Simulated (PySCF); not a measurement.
## Cs2F2 at several levels of theory

Computed with PySCF 2.14.0 (density fitting, no spin-orbit coupling) at the geometry relaxed with PBE0:

```xyz
4
Cs2F2 (singlet)
Cs    0.0000    0.0000    2.0347
Cs    0.0000    0.0000   -2.0347
F     1.6273    0.0000    0.0000
F    -1.6273    0.0000    0.0000
```

| level | basis | state | HOMO (eV) | gap (eV) | charge on Cs1 (e) | dipole about the centre of mass (D) | largest force component (eV/Å) |
| --- | --- | --- | --- | --- | --- | --- | --- |
| PBE0 | Cs def2-SVP with ECP46, F def2-SVP | singlet | -6.46 | 5.99 | 0.58 | 0.00 | 0.01 |
| BP86 | the same | singlet | -4.80 | 4.06 | 0.51 | 0.00 | 0.10 |
| wB97X | the same | singlet | -8.84 | 9.49 | 0.59 | 0.00 | 0.05 |
| r2SCAN | the same | singlet | -4.95 | 4.55 | 0.57 | 0.00 | 0.08 |
| HF | the same | singlet | -11.13 | 11.55 | 0.73 | 0.00 | 0.37 |
| PBE0 | Cs x2c-SVPall, F x2c-SVPall | singlet | -6.55 | 6.11 | 0.62 | 0.00 | 0.63 |

Charges are Mulliken's, which hang on the basis. The relaxation used the grid (50, 194), these runs (75, 302) or, all-electron (x2c bases, spin-free X2C Hamiltonian), (99, 590).

**Question.** What does PBE0 with Cs def2-TZVP with ECP46, F def2-TZVP give here?

**Answer.** state singlet, HOMO (eV) -6.93, gap (eV) 6.54, charge on Cs1 (e) 0.78, dipole about the centre of mass (D) 0.00, largest force component (eV/Å) 0.06. Time: 8 s on 2 threads of Intel(R) Xeon(R) Platinum 8488C (Sapphire Rapids) (shared host), from free ions and atoms.

In the first row's basis the gap widens with exact exchange: 4.1 to 4.6 eV for BP86, r2SCAN (none); 6.0 eV for PBE0 (a fixed share); 9.5 to 11.6 eV for wB97X, Hartree–Fock (rising or full at long range).
